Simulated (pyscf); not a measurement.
# CuH, singlet

Gas-phase minimum from PySCF at ωB97X-D3(BJ)/def2-SVP, one conformer. 

```
Cu
H 1 1.4799
```
Charge 0, spin multiplicity 1.

Properties at ωB97X-D3(BJ)/def2-SVP:

- Harmonic wavenumbers, unscaled = 1846 cm⁻¹
- Zero-point energy = 2.6 kcal/mol
- Rotational symmetry number = 1
- Entropy of this conformer at 298 K and 1 atm, rigid rotor and harmonic oscillator, modes under 100 cm⁻¹ raised to 100 = 196.4 J/(mol K)
- Dipole moment = 3.10 D

Single-point totals, which compare only within one level (frozen core for MP2 and CC):

```tsv
level	total energy (hartree)
ωB97X-D3(BJ)/def2-TZVP	-1641.04897
PBE/def2-TZVP	-1640.84492
r²SCAN/def2-TZVP	-1641.06968
B3LYP-D3(BJ)/def2-TZVP	-1641.14309
PBE0-D3(BJ)/def2-TZVP	-1640.83854
M06-2X/def2-TZVP	-1641.02738
ωB97M-D3(BJ)/def2-TZVP	-1641.11783
HF/def2-TZVPP	-1639.47284
MP2/def2-TZVPP	-1640.34996
CCSD/def2-TZVPP	-1640.24199
CCSD(T)/def2-TZVPP	-1640.26545
```

The CCSD(T) − MP2 part came from Ansatz, without density fitting, on the same reference. The frozen core leaves the outer d or s,p core shells of the metals and heavy elements correlated in the MP2 and CC values, and def2-TZVPP describes them poorly, so these totals are far from the basis limit.
